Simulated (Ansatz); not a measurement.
Geometry optimisation, UKS r2SCAN/def2-SVP (Ansatz).

input.yaml

```yaml
crystal:
  periodic: [false, false, false]
  atoms:
    - { symbol: Ge, position_ang: [-0.106168, 0.184527, -0.124608] }
    - { symbol: H, position_ang: [-0.238892, 0.413985, 2.611861] }
    - { symbol: H, position_ang: [1.430284, 0.118841, -0.288819] }
    - { symbol: F, position_ang: [-0.687226, 1.191124, -1.437346] }
    - { symbol: H, position_ang: [-0.817622, -1.178846, -0.288888] }
    - { symbol: Cl, position_ang: [0.359923, -0.623532, 3.206] }
magnetization:
  spin_polarized: true
  initial_magnetization: 1
basis:
  gaussian: { orbitals: def2-SVP }
hamiltonian:
  xc: r2scan
relax:
  f_tol: 0.03
  max_steps: 50
```

Command:

```bash
$ ansatz run input.yaml --threads 4 --pin off --max-ram 5120MiB --backend cpu --events-out ev --progress --plain --runs-dir out
```

Where does it end, and by what steps?

The forces met the threshold. After 9 steps the energy has fallen by 0.057 eV; H2 moved furthest, 0.70 Å.

```csv
step,energy less start (eV),largest force component (eV/Å),accepted
0,0.0000,0.895,yes
1,-0.0182,0.410,yes
2,-0.0269,0.122,yes
3,-0.0311,0.060,yes
4,-0.0324,0.580,yes
5,-0.0514,0.049,yes
6,-0.0552,0.093,yes
7,-0.0564,0.062,yes
8,-0.0551,0.215,no
9,-0.0568,0.003,yes
```

```xyz
6
Properties=species:S:1:pos:R:3
Ge -0.164 0.285 -0.260
H -0.229 0.396 3.309
H 1.381 0.188 -0.265
F -0.586 1.017 -1.799
H -0.853 -1.102 -0.266
Cl 0.391 -0.677 2.959
```

Time of the run: 25 s on 4 threads of Arm Neoverse V1, with other jobs on the host, peak memory 0.21 GiB.
